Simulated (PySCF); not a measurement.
C5H4F2, SMILES FC1=C(F)CC=C1. Heavy atoms are numbered as in [F:1][C:2]1=[C:3]([F:4])[CH2:5][CH:6]=[CH:7]1. Hydrogens are named by the atom that carries them.

The structure is a stationary point at B3LYP-D3(BJ)/def2-SVP. The values are those of a single conformer.

Method: PBE/pcSseg-1 (PySCF).

GIAO shieldings, no solvent; atoms alike by connectivity are averaged. δ = σ(ref) − σ: ¹⁹F against CFCl3 (σ = 133.6 ppm); ¹³C against TMS (σ = 182.0 ppm); ¹H against TMS (σ = 31.49 ppm), references at their B3LYP-D3(BJ)/def2-TZVP geometries, non-relativistic.

Computed chemical shifts:
| nucleus | atoms | count | δ (ppm) |
|---|---|---|---|
| ¹⁹F | F4 | 1 | -172.6 |
| ¹⁹F | F1 | 1 | -176.4 |
| ¹³C | C3 | 1 | 155.3 |
| ¹³C | C2 | 1 | 151.9 |
| ¹³C | C7 (CH) | 1 | 136.9 |
| ¹³C | C6 (CH) | 1 | 124.5 |
| ¹³C | C5 (CH2) | 1 | 41.6 |
| ¹H | H on C7 | 1 | 6.72 |
| ¹H | H on C6 | 1 | 6.08 |
| ¹H | H on C5 | 2 | 3.38 |
